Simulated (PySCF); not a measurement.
## Computed properties of C2H5ClFNSi, SMILES C(=C\F)/[Si@@H](Cl)N

C2H5ClFNSi, SMILES N[Si@H](Cl)/C=C/F. The structure is a stationary point at ωB97X-D3(BJ)/def2-SVP. The structure was generated by enumeration; whether it is a known compound was not checked. One conformer was computed; it need not be the lowest. All values are computed for the isolated molecule unless a solvent is named; none is compared with measurement here.

**Structure.** All 27 harmonic modes at ωB97X-D3(BJ)/def2-SVP (PySCF) are real, so it is a minimum. With heavy atoms numbered as in [NH2:1][Si@H:2]([Cl:3])/[CH:4]=[CH:5]/[F:6], the shortest bond between them is C4–C5 at 1.332 Å and the longest Si2–Cl3 at 2.094 Å.

**Vibrations.** The strongest infrared lines (harmonic, unscaled, degenerate partners summed) lie at 932 cm⁻¹ (261 km/mol, H 64 %, Si 20 %, N 14 %), 1750 cm⁻¹ (253 km/mol, C 92 %), 874 cm⁻¹ (202 km/mol, H 53 %, Si 23 %, C 15 %, N 8 %). The softest mode is at 83 cm⁻¹ and the zero-point energy is 46.0 kcal/mol.

**Electronic structure.** HF/def2-TZVP (PySCF) places the frontier levels at -10.66 and 2.93 eV, a gap of 13.59 eV, and gives a dipole moment of 1.95 D and a mean polarisability of 62.8 bohr³. PBE/def2-TZVP (PySCF) at the same geometry gives -6.52 and -1.56 eV, so its gap is 8.63 eV narrower. An orbital gap is neither the optical nor the fundamental gap.

**Excitations.** TDDFT-CAM-B3LYP/def2-SVPD (PySCF) has S1 at 6.74 eV (184 nm, f = 0.042, weak); the most intense of the 10 singlets computed lies at 7.08 eV (f = 0.30). T1 (TDA) is at 4.26 eV. TDDFT-PBE/def2-SVPD (PySCF) puts S1 at 5.03 eV. No vertical singlet excitation falls in the visible range (under 3.1 eV).

**NMR.** GIAO shifts at PBE0/pcSseg-1 (PySCF) (non-relativistic, atoms alike by connectivity averaged): ¹³C from 104.6 to 177.7 ppm against TMS; ¹H from 1.5 to 7.3 ppm against TMS; ²⁹Si at -13.3 ppm against TMS; ¹⁹F at -73.8 ppm against CFCl3. Without spin–orbit terms, shifts of atoms bonded to Cl or Br come out too high.
